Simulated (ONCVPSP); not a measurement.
## Pseudopotential generation for Dy: ONCV, PBE, scalar-relativistic.

The input file (ONCVPSP 4.0.1):

```
# ATOM AND REFERENCE CONFIGURATION
# atsym  z   nc   nv     iexc    psfile
  Dy 66.00   10    4        4      upf
#
#   n    l    f
    1    0    2.00
    2    0    2.00
    2    1    6.00
    3    0    2.00
    3    1    6.00
    3    2   10.00
    4    0    2.00
    4    1    6.00
    4    2   10.00
    5    0    2.00
    4    3    9.00
    5    1    6.00
    5    2    1.00
    6    0    2.00
#
# PSEUDOPOTENTIAL AND OPTIMIZATION
# lmax
    3
#
#   l,   rc,      ep,       ncon, nbas, qcut
    0    3.45    0.00    3    6    1.60
    1    1.75    0.00    4    8    8.40
    2    3.40    0.00    3    7    5.60
    3    1.15    0.00    4    9   13.30
#
# LOCAL POTENTIAL
# lloc, lpopt,  rc(5),   dvloc0
    4    3    0.90    3.00
#
# VANDERBILT-KLEINMAN-BYLANDER PROJECTORs
# l, nproj, debl
    0    2    3.50
    1    2    3.00
    2    2    1.90
    3    2    1.30
#
# MODEL CORE CHARGE
# icmod, fcfact, rcfact
    3    4.75    1.65
#
# LOG DERIVATIVE ANALYSIS
# epsh1, epsh2, depsh
   -3.00    5.00    0.02
#
# OUTPUT GRID
# rlmax, drl
    6.00    0.01
#
# TEST CONFIGURATIONS
# ncnf
    4
# nvcnf
#   n    l    f
    4
    4    3   10.00
    5    1    6.00
    5    2    0.00
    6    0    2.00
#
    4
    4    3   10.00
    5    1    6.00
    5    2    0.00
    6    0    1.00
#
    4
    4    3   10.00
    5    1    6.00
    5    2    0.00
    6    0    0.00
#
    4
    4    3   10.00
    5    1    6.00
    5    2    1.00
    6    0    1.00
#
```

Command:

```bash
oncvpsp.x < Dy.dat > Dy.out
```

Resulting log (shortened: citation, most of the input echo, consistency checks and plot data are left out):

```
[... start of the log left out ...]

 Testing for highly-localized positive-energy ghosts
       l    <radius>/rc     E Basis Diag.   E Cutoff

       0        0.764006        3.010402     10.51  WARNING - GHOST(+)

       1        0.914036        7.512912     98.31  WARNING - GHOST(+)

       2        0.616275        3.774686     22.21  WARNING - GHOST(+)

Test configuration 0

   n   l     f        eae           eps        diff
   1   0  2.0000-1972.31306183
   2   0  2.0000 -328.65124697
   2   1  6.0000 -291.60955223
   3   0  2.0000  -73.38315823
   3   1  6.0000  -62.01431015
   3   2 10.0000  -47.40352495
   4   0  2.0000  -14.73139987
   4   1  6.0000  -10.98448460
   4   2 10.0000   -5.88287181
   5   0  2.0000   -1.94143320
   4   3  9.0000   -0.33765918   -0.33765633    2.85D-06
   5   1  6.0000   -1.04778150   -1.04778779   -6.28D-06
   5   2  1.0000   -0.08496526   -0.08496578   -5.21D-07
   6   0  2.0000   -0.15673084   -0.15671114    1.97D-05

    Total energies and differences
      AE_ref= -1.21570942D+04  AE_tst= -1.21570942D+04  dif=  0.00D+00
      PS_ref= -1.15607463D+02  PS_tst= -1.15607463D+02  dif=  2.93D-12
      PSP excitation error= -2.93D-12

Test configuration 1

sratom123: lschfb convergence ERROR n,l,iter=   4   3   4
```

The run stopped because the bound-state solver with the separable projectors failed.

The run took about 4.1 s on one core of a shared server CPU.
